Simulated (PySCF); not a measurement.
C2F5, SMILES F[C](F)C(F)(F)F, multiplicity 2. Atoms are numbered in the order given.

```xyz
7

F      1.5009    -0.0020    -1.0899
C      0.8656     0.3543     0.0000
F      1.5009    -0.0020     1.0899
C     -0.6078     0.0200     0.0000
F     -0.8115    -1.2996     0.0000
F     -1.1811     0.5270     1.0818
F     -1.1811     0.5270    -1.0818
```
Charge 0, spin multiplicity 2.

Coordinates come from a PBE0-D3(BJ)/def2-SVP optimisation. The isomer is the one that the SMILES or the coordinates give; other isomers of the formula were not compared.

Two levels are set side by side: PBE/pcH-1 (PySCF) and PBE0/pcH-1 (PySCF). Contact hyperfine couplings, same geometry. Differences are taken from unrounded values.

```tsv
quantity	PBE0
A(iso) of 19F, atom F1 (MHz)	226.2
A(iso) of 13C, atom C2 (MHz)	409.5
A(iso) of 19F, atom F3 (MHz)	226.2
A(iso) of 13C, atom C4 (MHz)	39.3
A(iso) of 19F, atom F5 (MHz)	120.0
A(iso) of 19F, atom F6 (MHz)	-7.7
A(iso) of 19F, atom F7 (MHz)	-7.7
```

Task: What does PBE give, and how far is it from PBE0? (An estimate is asked for; the answer gives what the named calculation found.)

Result: 
```
quantity                        PBE  PBE minus PBE0
----------------------------  -----  --------------
A(iso) of 19F, atom F1 (MHz)  179.7           -46.6
A(iso) of 13C, atom C2 (MHz)  371.0           -38.4
A(iso) of 19F, atom F3 (MHz)  179.7           -46.6
A(iso) of 13C, atom C4 (MHz)   45.3             6.0
A(iso) of 19F, atom F5 (MHz)  118.6            -1.4
A(iso) of 19F, atom F6 (MHz)   -3.8             3.9
A(iso) of 19F, atom F7 (MHz)   -3.8             3.9
```

Rough cost on one machine, each run with all the roots and properties that it gave: PBE0 against PBE within a factor of 2.
